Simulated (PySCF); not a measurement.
# dimethyl(2,2,2-trifluoroethyl)amine, C4H8F3N

Geometry (Å), atoms numbered from 1 in this order:
```xyz
16

C    -1.4001   -0.9048    0.0355
N    -0.6552    0.2561    0.4803
C    -0.8284    1.3899   -0.4055
C     0.6994   -0.0060    0.8735
C     1.6966   -0.4620   -0.2076
F     1.3582   -1.6168   -0.7996
F     2.9101   -0.6614    0.3396
F     1.8714    0.4339   -1.1902
H    -1.2517   -1.7221    0.7385
H    -2.4576   -0.6435    0.0261
H    -1.1195   -1.2465   -0.9689
H    -1.8861    1.6501   -0.4172
H    -0.2672    2.2394   -0.0213
H    -0.5098    1.1924   -1.4370
H     0.7046   -0.7931    1.6346
H     1.1276    0.9032    1.3078
```

The calculation used GIAO PBE0/pcSseg-1 magnetisability, rotational g tensor and spin-rotation constants, non-relativistic, gas phase in PySCF. Geometry: GFN2-xTB.

What are the magnetisability and the molar susceptibility?

Isotropic -1166 × 10⁻³⁰ J/T², or -70.2 × 10⁻⁶ cm³/mol; principal values -1192, -1180, -1128 × 10⁻³⁰ J/T², anisotropy 59 × 10⁻³⁰ J/T² (root of half the summed squared differences of the principal values). The susceptibility is in cgs units.

Split it along the inertial axes a, b, c into diamagnetic and paramagnetic parts about the centre of mass, with the quadrupole moment.


| axis | χ (10⁻⁶ cm³/mol) | diamagnetic (10⁻⁶ cm³/mol) | paramagnetic (10⁻⁶ cm³/mol) | summed x² of all electrons (Å²) | quadrupole Θ (D Å) |
| --- | --- | --- | --- | --- | --- |
| a | -71.2 | -451.9 | 380.7 | 164.3 | -2.58 |
| b | -71.0 | -877.3 | 806.3 | 64.1 | +2.59 |
| c | -68.5 | -968.9 | 900.3 | 42.5 | -0.01 |

Anisotropies 2χaa − χbb − χcc = -2.8 and 2χbb − χaa − χcc = -2.4 × 10⁻⁶ cm³/mol. Θ is traceless in Buckingham's convention.

And the rotational g tensor?


```csv
axis,rotational constant (GHz),g,nuclear part,electronic part
a,3.3003,-0.0174,0.5729,-0.5903
b,1.4722,-0.0100,0.5476,-0.5576
c,1.3286,-0.0096,0.5524,-0.5620
```
Asymmetric top; isotopes 12C, 19F, 1H, 14N; no vibrational averaging.
